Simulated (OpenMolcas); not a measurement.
**4d⁵ along the 41-electron sequence**

```yaml
Program: OpenMolcas
Method: MS-RASPT2, IPEA 0.25 Eh, imaginary shift 0.1 Eh
Basis: ANO-RCC-VTZP
Scalar_Hamiltonian: DKH2, point nucleus
Spin-orbit_coupling: RASSI with atomic mean-field integrals over the reference wave functions, term energies averaged over their components
```

Active space for each ion: 11 electrons in 8 orbitals (RAS1 4p, at most 2 holes; RAS2 4d); closed shells correlated by CASPT2: 4s.

Computed levels in cm-1 above ⁶S_5/2:

```json
{"Level": "⁴G_5/2", "Ru3+": "23830", "Rh4+": "26420", "Pd5+": "28520", "Ag6+": "31330"}
{"Level": "⁴G_7/2", "Ru3+": "24060", "Rh4+": "26790", "Pd5+": "29120", "Ag6+": "32200"}
{"Level": "⁴G_11/2", "Ru3+": "24140", "Rh4+": "26910", "Pd5+": "29310", "Ag6+": "32460"}
{"Level": "⁴G_9/2", "Ru3+": "24200", "Rh4+": "27010", "Pd5+": "29470", "Ag6+": "32670"}
{"Level": "⁴P_3/2", "Ru3+": "26880", "Rh4+": "29770", "Pd5+": "32070", "Ag6+": "35080"}
{"Level": "⁴P_1/2", "Ru3+": "27590", "Rh4+": "30730", "Pd5+": "33350", "Ag6+": "36620"}
{"Level": "⁴D_7/2", "Ru3+": "28790", "Rh4+": "32110", "Pd5+": "35000", "Ag6+": "38680"}
{"Level": "⁴D_1/2", "Ru3+": "29620", "Rh4+": "33310", "Pd5+": "36660", "Ag6+": "40690"}
{"Level": "⁴D_5/2", "Ru3+": "30170", "Rh4+": "33960", "Pd5+": "37350", "Ag6+": "41380"}
{"Level": "weight of ⁶S in the lowest level (%)", "Ru3+": "99", "Rh4+": "99", "Pd5+": "98", "Ag6+": "98"}
```

Mixed levels, with the weight of the term that names them: Ru3+ ⁴P_3/2 (60 %), Ru3+ ⁴P_1/2 (72 %), Ru3+ ⁴D_1/2 (73 %), Ru3+ ⁴D_5/2 (60 %), Rh4+ ⁴P_3/2 (57 %), Rh4+ ⁴P_1/2 (69 %), Rh4+ ⁴D_1/2 (70 %), Rh4+ ⁴D_5/2 (57 %), Pd5+ ⁴P_3/2 (55 %), Pd5+ ⁴P_1/2 (68 %), Pd5+ ⁴D_1/2 (69 %), Pd5+ ⁴D_5/2 (56 %), Ag6+ ⁴P_3/2 (56 %), Ag6+ ⁴P_1/2 (69 %), Ag6+ ⁴D_1/2 (70 %), Ag6+ ⁴D_5/2 (56 %).

Measured, with the error of the calculation in %. Measured levels: Ag6+ from the list in Gamrath, thesis, University of Mons (2023).

```csv
Level,Ag6+
⁴G_5/2,29390 (+6.6)
⁴G_7/2,30378 (+6.0)
⁴G_11/2,30662 (+5.9)
⁴G_9/2,30907 (+5.7)
⁴P_3/2,32994 (+6.3)
⁴P_1/2,34605 (+5.8)
⁴D_7/2,36485 (+6.0)
⁴D_1/2,38685 (+5.2)
⁴D_5/2,39299 (+5.3)
```

⁴G_5/2 changes by a factor of 1.31 over the same range, with steps per unit of Z of +2590, +2100, +2810 cm-1.

Term energies are means over components that CASPT2 splits; among the terms shown or strongly mixed into the levels shown the widest spread is 420 cm-1 (4d⁵ ⁴G, Pd5+). Active for correlation alone: 4p; no level in the range computed is led by a configuration that opens it, so any true level of that kind is missing. Computed and measured levels are paired by configuration, term and J; levels that our copy of the source lacks, or whose pairing is in doubt (as where it misses far off the trend of its configuration), stay unpaired and out of the deviations. Levels of configurations outside the active space are missing.
